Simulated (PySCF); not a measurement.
A GIAO shielding run with PySCF 2.14.0 with density-fitted response routines (density fitting, non-relativistic, gas phase) on `[C@@H]12[C@@]([SiH3])(C=C1)C=C2CCl`, C$_{7}$H$_{9}$ClSi:

```
$ OMP_NUM_THREADS=1 python probes_run.py task.json out

{"job": {"kind": "nmr", "xc": "PBE0", "basis": "pcSseg-1"}, "charge": 0, "multiplicity": 1}
Si    -2.385229     0.817637    -0.502579
C     -0.877422     0.099998     0.374109
C     -1.015627    -1.092940     1.295122
C     -0.118700    -1.828016     0.646477
C      0.196009    -0.762636    -0.373536
C      1.188641     0.275649     0.101699
C      2.641652     0.361465    -0.132750
Cl     2.955478     0.806517    -1.854543
C      0.276066     0.999737     0.752956
H     -1.919066     1.709041    -1.563640
H     -3.161321    -0.294040    -1.053339
H     -3.179153     1.557268     0.481182
H     -1.618370    -1.230782     2.172729
H      0.292754    -2.812215     0.772984
H      0.164402    -1.010280    -1.428316
H      3.106760     1.135020     0.477565
H      3.133436    -0.599695     0.020936
H      0.310931     1.874591     1.374627
```

Hardware: 1 thread of an Arm Neoverse N1, shared host. The job also computes population analyses, field gradients, ring-centre shieldings.

**Question.** How large is the calculation?

**Answer.** 82 electrons, 212 basis functions and 1141 auxiliary functions.

**Question.** How long does it take, and how much memory does it need?

**Answer.** 99 s of wall time, with 14 SCF cycles and 5 response iterations; peak memory 0.95 GiB. Times on a shared host scatter by some tens of per cent.
